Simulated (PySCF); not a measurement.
[C6H15N]+: g tensor and hyperfine couplings

Compound: C6H15N (charge +1 and doublet state).
Structure used (GFN2-xTB), in Å, numbered top down from 1:
```
atom  x, y, z in Å
C1    -3.3069    0.0713   -0.2314
C2    -1.8931   -0.3852   -0.5042
C3    -0.8748    0.7694   -0.1731
N4     0.4413    0.3865   -0.4430
C5     1.3741   -0.0901    0.5070
C6     2.5051    0.9583    0.6550
C7     1.9829   -1.4195    0.0527
H8    -3.9804   -0.7617   -0.4385
H9    -3.5980    0.8981   -0.8738
H10   -3.4457    0.3605    0.8072
H11   -1.7728   -0.6627   -1.5516
H12   -1.6376   -1.2391    0.1243
H13   -1.1588    1.6148   -0.8072
H14   -0.9847    1.0268    0.8823
H15    0.7250    0.3282   -1.4152
H16    0.8714   -0.1983    1.4732
H17    3.0203    1.1009   -0.2908
H18    3.2170    0.5982    1.3916
H19    2.0954    1.9082    0.9872
H20    2.5270   -1.3095   -0.8822
H21    2.6781   -1.7686    0.8107
H22    1.2049   -2.1672   -0.0810
```

The hyperfine couplings belong to this conformer and change with its torsions.

As a line formula: `CC([NH+]CCC)C` [radical] (charge +1).

Theory: PySCF, UKS B3LYP, pcH-1 on C H N, non-relativistic, mean-field spin-orbit, GIAO. Isolated species at its GFN2-xTB geometry (one conformer only). A GFN2-xTB geometry isn't a minimum of the functional, and hyperfine couplings can be far from their values at a DFT geometry, by a factor of two or more for some ions and for spin on atoms past the first row. The SCF solution wasn't tested for stability.

```
g1, g2, g3                      : 2.00213, 2.00368, 2.00450
g_iso                           : 2.00344
Form of g                       : rhombic: the two nearest values differ by 34 % of g3 − g1
⟨S²⟩                            : 0.7542 (exact 0.7500)
α and β electrons               : 29, 28
HOMO–LUMO gap, α and β orbitals : 8.92, 4.29 eV
```

Isotropic coupling and dipolar principal values T1 to T3, in 10⁻⁴ cm⁻¹ (1 × 10⁻⁴ cm⁻¹ = 2.998 MHz):

```json
{"atom": "C1", "isotope": "13C", "a_iso": "0.0", "T1": "-0.9", "T2": "-0.9", "T3": "1.9", "Mulliken spin population": "0.02"}
{"atom": "C2", "isotope": "13C", "a_iso": "16.0", "T1": "-4.5", "T2": "-4.4", "T3": "8.9", "Mulliken spin population": "0.11"}
{"atom": "C3", "isotope": "13C", "a_iso": "-10.4", "T1": "-2.8", "T2": "-0.8", "T3": "3.6", "Mulliken spin population": "-0.02"}
{"atom": "N4", "isotope": "14N", "a_iso": "12.0", "T1": "-12.5", "T2": "-12.5", "T3": "25.0", "Mulliken spin population": "0.76"}
{"atom": "C5", "isotope": "13C", "a_iso": "-8.7", "T1": "-2.3", "T2": "-0.6", "T3": "2.9", "Mulliken spin population": "-0.03"}
{"atom": "C6", "isotope": "13C", "a_iso": "17.3", "T1": "-3.2", "T2": "-3.2", "T3": "6.4", "Mulliken spin population": "0.08"}
{"atom": "C7", "isotope": "13C", "a_iso": "9.3", "T1": "-1.9", "T2": "-1.9", "T3": "3.8", "Mulliken spin population": "0.04"}
{"atom": "H8", "isotope": "1H", "a_iso": "9.5", "T1": "-0.8", "T2": "-0.1", "T3": "0.9", "Mulliken spin population": "0.01"}
{"atom": "H9", "isotope": "1H", "a_iso": "-0.3", "T1": "-0.9", "T2": "-0.2", "T3": "1.1", "Mulliken spin population": "0.00"}
{"atom": "H10", "isotope": "1H", "a_iso": "-0.2", "T1": "-0.8", "T2": "-0.3", "T3": "1.1", "Mulliken spin population": "0.00"}
{"atom": "H11", "isotope": "1H", "a_iso": "-2.7", "T1": "-2.4", "T2": "-0.6", "T3": "3.0", "Mulliken spin population": "0.00"}
{"atom": "H12", "isotope": "1H", "a_iso": "-1.5", "T1": "-2.5", "T2": "-0.2", "T3": "2.6", "Mulliken spin population": "0.00"}
{"atom": "H13", "isotope": "1H", "a_iso": "30.3", "T1": "-2.1", "T2": "-1.3", "T3": "3.4", "Mulliken spin population": "0.04"}
{"atom": "H14", "isotope": "1H", "a_iso": "6.7", "T1": "-1.6", "T2": "-1.3", "T3": "2.9", "Mulliken spin population": "0.01"}
{"atom": "H15", "isotope": "1H", "a_iso": "-18.5", "T1": "-14.1", "T2": "-3.4", "T3": "17.4", "Mulliken spin population": "-0.03"}
{"atom": "H16", "isotope": "1H", "a_iso": "3.6", "T1": "-1.6", "T2": "-1.3", "T3": "2.9", "Mulliken spin population": "0.00"}
{"atom": "H17", "isotope": "1H", "a_iso": "-2.0", "T1": "-2.0", "T2": "-0.7", "T3": "2.8", "Mulliken spin population": "0.00"}
{"atom": "H18", "isotope": "1H", "a_iso": "9.9", "T1": "-1.7", "T2": "-0.6", "T3": "2.3", "Mulliken spin population": "0.01"}
{"atom": "H19", "isotope": "1H", "a_iso": "-2.1", "T1": "-2.2", "T2": "-0.4", "T3": "2.6", "Mulliken spin population": "0.00"}
{"atom": "H20", "isotope": "1H", "a_iso": "-0.8", "T1": "-1.4", "T2": "-0.8", "T3": "2.2", "Mulliken spin population": "0.00"}
{"atom": "H21", "isotope": "1H", "a_iso": "5.8", "T1": "-1.2", "T2": "-0.4", "T3": "1.6", "Mulliken spin population": "0.01"}
{"atom": "H22", "isotope": "1H", "a_iso": "-1.1", "T1": "-1.7", "T2": "-0.4", "T3": "2.1", "Mulliken spin population": "0.00"}
```

The largest Mulliken spin populations are on N4 (+0.76), C2 (+0.11) and C6 (+0.08). N4 is the only atom above +0.15. The angles at N4 add up to 359.5°, so it is planar; its axial dipolar tensor and the negative coupling of its proton fit spin in a p orbital normal to that plane.

Axes: g3 points within 3° of the N4–H15 bond.

Under fast tumbling the dipolar parts average out, and these isotropic splittings remain (the largest six): 1 × 1H (H15, I = 1/2, 2 lines) with 1.98 mT, 2 × 1H (H13/H14, I = 1/2, 3 lines) with 1.98 mT, 1 × 14N (N4, I = 1, 3 lines) with 1.28 mT, 1 × 1H (H16, I = 1/2, 2 lines) with 0.38 mT, 3 × 1H (H8/H9/H10, I = 1/2, 4 lines) with 0.32 mT and 2 × 1H (H11/H12, I = 1/2, 3 lines) with 0.22 mT.

Means are taken over nuclei equivalent by connectivity, which assumes that they swap fast. The six 1H nuclei of mean +4.8 MHz run from -6.3 to 29.6 MHz in the frozen geometry. The three 1H nuclei of mean +9.0 MHz run from -0.9 to 28.5 MHz in the frozen geometry. The 1H value of +55.4 MHz is a mean of couplings from 20.1 to 90.7 MHz in this one geometry, not an average over conformers.

The 13C coupling of C2 (47.8 MHz) shows only in satellite lines or after enrichment, since that isotope makes up about 1.07 % of natural carbon.

β density exceeds α density at some nuclei, such as C3 (-0.0278), C5 (-0.0232) and H15 (-0.0124), spin density in bohr⁻³. In a single determinant that takes different orbitals for the two spins, that is spin polarisation.

Time: 2.4 min wall. Hardware: one thread, Arm Neoverse N1 (shared host).
